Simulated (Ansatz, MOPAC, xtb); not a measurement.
Diatomic AsH+, multiplicity 2 (lowest of 2S+1 = 2, 4 at CCSD(T)/def2-TZVPP on PBE0 minima; our sources give no spin for the ground state, which may be another). No spin–orbit coupling. As is treated without relativity.

The constants come from a fifth-degree fit in 1/R (seven points, main isotopes). Runs in def2 and cc sets follow the lowest solution found near the PBE0 minimum.

Programs: Ansatz (a quantum-chemistry and plane-wave program) with Gaussian orbitals; MOPAC for AM1, PM6, PM7 (differences of heats of formation); xtb for the GFN methods. Each number belongs to the level named beside it. The GFN methods have no spin term and hold the electronic entropy of 300 K.

```json
[
 {"level": "AM1", "r_e (Å)": "1.505", "ω_e (cm⁻¹)": "2142", "ω_e x_e (cm⁻¹)": "18", "α_e (cm⁻¹)": "0.045"},
 {"level": "PM6", "r_e (Å)": "1.510", "ω_e (cm⁻¹)": "2238", "ω_e x_e (cm⁻¹)": "20", "α_e (cm⁻¹)": "0.085"},
 {"level": "PM7", "r_e (Å)": "1.517", "ω_e (cm⁻¹)": "1936", "ω_e x_e (cm⁻¹)": "9.1", "α_e (cm⁻¹)": "0.031"},
 {"level": "GFN1-xTB", "r_e (Å)": "1.530", "ω_e (cm⁻¹)": "1875", "ω_e x_e (cm⁻¹)": "17", "α_e (cm⁻¹)": "0.30"},
 {"level": "GFN2-xTB", "r_e (Å)": "1.508", "ω_e (cm⁻¹)": "1943", "ω_e x_e (cm⁻¹)": "51", "α_e (cm⁻¹)": "0.38"},
 {"level": "SVWN5/def2-TZVPP", "r_e (Å)": "1.549", "ω_e (cm⁻¹)": "2107", "ω_e x_e (cm⁻¹)": "33", "α_e (cm⁻¹)": "0.19"},
 {"level": "PBE/def2-TZVPP", "r_e (Å)": "1.551", "ω_e (cm⁻¹)": "2111", "ω_e x_e (cm⁻¹)": "33", "α_e (cm⁻¹)": "0.19"},
 {"level": "r2SCAN/def2-TZVPP", "r_e (Å)": "1.533", "ω_e (cm⁻¹)": "2190", "ω_e x_e (cm⁻¹)": "33", "α_e (cm⁻¹)": "0.18"},
 {"level": "B97M-V/def2-TZVPP", "r_e (Å)": "1.532", "ω_e (cm⁻¹)": "2169", "ω_e x_e (cm⁻¹)": "32", "α_e (cm⁻¹)": "0.19"},
 {"level": "B3LYP/def2-TZVPP", "r_e (Å)": "1.538", "ω_e (cm⁻¹)": "2169", "ω_e x_e (cm⁻¹)": "33", "α_e (cm⁻¹)": "0.19"},
 {"level": "PBE0/def2-TZVPP", "r_e (Å)": "1.535", "ω_e (cm⁻¹)": "2199", "ω_e x_e (cm⁻¹)": "32", "α_e (cm⁻¹)": "0.18"},
 {"level": "BHLYP/def2-TZVPP", "r_e (Å)": "1.522", "ω_e (cm⁻¹)": "2262", "ω_e x_e (cm⁻¹)": "32", "α_e (cm⁻¹)": "0.18"},
 {"level": "CAM-B3LYP/def2-TZVPP", "r_e (Å)": "1.529", "ω_e (cm⁻¹)": "2221", "ω_e x_e (cm⁻¹)": "32", "α_e (cm⁻¹)": "0.18"},
 {"level": "wB97X-V/def2-TZVPP", "r_e (Å)": "1.527", "ω_e (cm⁻¹)": "2253", "ω_e x_e (cm⁻¹)": "30", "α_e (cm⁻¹)": "0.17"},
 {"level": "wB97M-V/def2-TZVPP", "r_e (Å)": "1.526", "ω_e (cm⁻¹)": "2237", "ω_e x_e (cm⁻¹)": "31", "α_e (cm⁻¹)": "0.18"},
 {"level": "B2PLYP/def2-TZVPP", "r_e (Å)": "1.528", "ω_e (cm⁻¹)": "2217", "ω_e x_e (cm⁻¹)": "32", "α_e (cm⁻¹)": "0.18"},
 {"level": "CCSD/def2-TZVPP", "r_e (Å)": "1.525", "ω_e (cm⁻¹)": "2215", "ω_e x_e (cm⁻¹)": "34", "α_e (cm⁻¹)": "0.19"},
 {"level": "CCSD/def2-QZVPP", "r_e (Å)": "1.521", "ω_e (cm⁻¹)": "2227", "ω_e x_e (cm⁻¹)": "33", "α_e (cm⁻¹)": "0.19"},
 {"level": "CCSD(T)/def2-TZVPP", "r_e (Å)": "1.527", "ω_e (cm⁻¹)": "2199", "ω_e x_e (cm⁻¹)": "35", "α_e (cm⁻¹)": "0.19"},
 {"level": "CCSD(T)/def2-QZVPP", "r_e (Å)": "1.524", "ω_e (cm⁻¹)": "2206", "ω_e x_e (cm⁻¹)": "34", "α_e (cm⁻¹)": "0.19"},
 {"level": "CCSD(T)/CBS(def2-TZVPP, def2-QZVPP)", "r_e (Å)": "1.522", "ω_e (cm⁻¹)": "2209", "ω_e x_e (cm⁻¹)": "33", "α_e (cm⁻¹)": "0.19"}
]
```

Correlated levels freeze the inner cores; with def2 sets outer-core shells near the valence are correlated too. CBS(a, b) extrapolates the correlation energy as X⁻³ and adds the Hartree–Fock energy of set b. The state that AM1, PM6, PM7 reach isn't checked; PM7 holds dispersion and hydrogen-bond terms.
